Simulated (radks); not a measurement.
The numbers below are computed, except where a source is named.
Task: The thulium ion Tm3+, 66 electrons, occupied as [Kr] 4d10 4f12 5s2 5p4 6s2 (not the ground configuration). Level of theory: Dirac Kohn-Sham, PW91, spin-unpolarised, spherical densities, finite nucleus; open shells fill j = l - 1/2 first; Fermi nuclear charge, rms radius 5.2256 fm (a radial shooting solver on a logarithmic mesh with Libxc functionals).

Spin-orbit splittings of the eigenvalues, e(l+1/2) - e(l-1/2), with zeta = 2 splitting/(2l+1) and mean radii in bohr:

shell  occ.  splitting (eV)  zeta (eV)  <r> j=l-1/2  <r> j=l+1/2
2p        6           980.5      653.7      0.07007      0.07746
3p        6           207.0      138.0       0.2103       0.2241
3d       10               ?          ?       0.1973       0.2016
4p        6           46.80      31.20       0.5059       0.5377
4d       10           8.532      3.413       0.5639       0.5751
4f       12           1.296     0.3703       0.7250       0.7360
5p        4           6.791      4.527        1.306        1.394

Estimate the 3d splitting.

Result: 45.25 eV (zeta = 18.10 eV).
